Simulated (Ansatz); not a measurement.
`C[CH2][SbH][OH]` → `[OH]`• + `C[CH2][SbH]`•  (homolysis of the O–Sb bond)

Computed with Ansatz on PBE0-D4/def2-TZVP structures; ΔE is electronic, products minus reactants. CCSD(T)/CBS adds triple-zeta CCSD(T) − MP2 to the extrapolated MP2 energy (def2 sets, frozen cores). This one scheme is used for every species. DFT in def2-TZVPP. B3LYP here is the variant with VWN-RPA as its local correlation; programs differ in this. Open shells (•) are unrestricted, without spin–orbit coupling. def2 core potentials past Kr. For Sb outer-core shells are correlated without core-valence functions, which leaves a few kJ/mol of doubt a bond. Each species was taken in one conformer, which may not be the lowest.

| level | ΔE (kJ/mol) | difference from CCSD(T)/CBS |
| --- | --- | --- |
| PBE-D4 | 354.9 | -2.2 |
| r2SCAN-D4 | 333.0 | -24.1 |
| B3LYP-D4 | 332.8 | -24.3 |
| ωB97X-V | 345.6 | -11.5 |
| PBE | 350.1 | -7.0 |
| r2SCAN | 331.8 | -25.3 |
| PBE0 | 328.3 | -28.8 |
| B3LYP | 325.2 | -31.9 |
| HF/def2-TZVPP | 185.5 | -171.6 |
| MP2/def2-TZVPP | 362.9 | 5.8 |
| SCS-MP2/def2-TZVPP | 350.2 | -6.9 |
| CCSD(T)/def2-TZVPP | 333.8 | -23.3 |
| HF/def2-QZVPP | 189.2 | -167.9 |
| SCS-MP2/def2-QZVPP | 365.0 | 7.9 |
| MP2/CBS(def2) | 386.2 | 29.1 |
| CCSD/CBS(def2) | 342.6 | -14.5 |
| CCSD(T)/CBS | 357.1 | 0 |

Largest T1 diagnostic among the species: 0.013.

The D4 term adds +7.6 kJ/mol with B3LYP and +4.1 kJ/mol with PBE0; it sums over pairs of atoms, weighted by their polarisabilities, and B3LYP, whose exchange is more repulsive, gets the larger term. From PBE to PBE0 (25 % exact exchange), in def2-TZVPP and without D4, ΔE moves by −21.8 kJ/mol: exact exchange takes away binding that semilocal exchange gives to molecules.
